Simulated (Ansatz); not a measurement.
Total energies of (H2Ga-mu-H)3 (Ga₃H₉) from Ansatz at PBE-D4/def2-TZVPD, gas phase (1 Eh = 27.2114 eV = 2625.5 kJ/mol). The reference geometry is relaxed at PBE-D4/def2-SVP.

```xyz
12

Ga    1.509   -0.968   -0.019
H     2.986   -0.452   -0.116
H     0.920   -2.411    0.151
H     0.852    0.040    1.218
Ga   -0.814    0.341    1.553
H    -0.817    1.856    1.956
H    -1.397   -0.927    2.268
H    -1.467    0.216   -0.040
Ga   -0.699    0.629   -1.528
H    -1.569   -0.147   -2.577
H    -0.248    2.128   -1.456
H     0.743   -0.304   -1.410
```

| state | geometry | energy (Eh) |
| --- | --- | --- |
| charge 0 singlet | reference | -5779.03785 |
| charge -1 doublet | reference | -5779.04014 |
| free Ga atom (doublet) | – | -1924.51534 |
| free H atom (doublet) | – | -0.49962 |

Question: Work out the vertical electron affinity, to the doublet.

Answer: E(charge 0 singlet) − E(charge -1 doublet) = -5779.03785 − (-5779.04014) = 0.00229 Eh = 0.06 eV; so near zero that its sign isn't settled.

Question: What is the binding energy per atom against free atoms?

Answer: Atoms: 3 × (-1924.51534) + 9 × (-0.49962) = -5778.04260 Eh. Binding: -5778.04260 − (-5779.03785) = 0.99525 Eh = 27.08 eV, or 2.26 eV for each of 12 atoms (no zero-point energy, no counterpoise term).

At PBE-D4/def2-TZVPD the highest occupied level of the charge -1 doublet lies above zero (up to 1.64 eV). Energy differences disagree on whether the electron is bound (positive means bound): 0.06 eV (vertical, to the charge 0 singlet, at PBE-D4/def2-TZVPD), but -0.11 eV at r2SCAN-D4/def2-TZVPD.
